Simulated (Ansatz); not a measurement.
Input file for Ansatz (a program for electronic structure): R-B3LYP-D3(BJ)/def2-TZVP on GeH6OSn (SMILES [GeH3][O][SnH3]). Elements past Kr take the def2 small-core potentials; no spin–orbit coupling.

Ansatz 0.2 input:
```yaml
crystal:
  periodic: [false, false, false]
  atoms:
    - {symbol: O, position_ang: [0.31250000, -0.84560000, 0.00000000]}
    - {symbol: Ge, position_ang: [-1.46750000, -0.84560000, 0.00000000]}
    - {symbol: H, position_ang: [-1.97820000, -2.28780000, 0.00000000]}
    - {symbol: H, position_ang: [-1.97820000, -0.12450000, -1.24900000]}
    - {symbol: H, position_ang: [-1.97820000, -0.12450000, 1.24900000]}
    - {symbol: Sn, position_ang: [1.51180000, 0.71730000, 0.00000000]}
    - {symbol: H, position_ang: [0.58040000, 2.15150000, 0.00000000]}
    - {symbol: H, position_ang: [2.49870000, 0.67950000, -1.39600000]}
    - {symbol: H, position_ang: [2.49870000, 0.67950000, 1.39600000]}
basis:
  gaussian:
    orbitals: def2-TZVP
hamiltonian:
  xc: b3lyp
  dispersion: d3bj
relax: {f_tol: 0.004, max_steps: 120}
scf: {lower_state_search: off}
```

Problem. Give the final energy of this run.

Solution. -2370.3045 hartree.

Problem. How many basis functions does it have, and what does it roughly cost on one machine?

Solution. 165 functions; about 40 core-seconds (a rough figure).
